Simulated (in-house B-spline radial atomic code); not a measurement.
## Removing one electron from Cr⁶⁺

Closed shell [Ne] 3s2 3p6. Computed with a B-spline radial code for spherical atoms: Koopmans values of Dirac-Hartree-Fock plus a diagonal self-energy, in second order or with its direct term screened (direct RPA, with the hole-particle interaction, or full time-dependent Hartree-Fock), linearised in energy; no-pair Dirac-Coulomb Hamiltonian, finite nucleus. Shifts add to the Koopmans value (the ΔSCF shift is orbital relaxation alone); the final value takes TDHF screening with Breit and QED.

Command:
```bash
python run_mb.py task.json out
```
Settings (nuclear radius in fm, box in bohr, cutoff in hartree):
```
basis_form          2
Z                   24
core_configuration  [Ne] 3s2 3p6
rms_radius          3.6452
mass_number         52
speed_of_light      137.036
box_radius          9.762
lmax                7
intervals           63
virtual_cutoff      2304.0
```

Time taken, with all properties: 5.5 s on 1 thread of Intel(R) Xeon(R) 6975P-C, on a shared host.

Energies in eV:

```
subshell  Koopmans  ΔSCF shift  second order  direct RPA  hole-particle   TDHF  Breit + QED   final
   3p3/2    160.11      -1.061             ?           ?              ?      ?            ?       ?
   3p1/2    161.41      -1.084         0.301       0.427          0.172  0.208       -0.069  161.55
```

(1) What does the self-energy do to 3p3/2?

Answers

(1) It shifts the removal energy by 0.330 eV in second order, 0.437 with direct RPA, 0.198 with the hole-particle term and 0.236 with TDHF screening (quasi-particle weight 0.973); Breit and QED add -0.036 eV. The final value is 160.31 eV, against 160.29 ± 0.06 eV (NIST, semi-empirical).
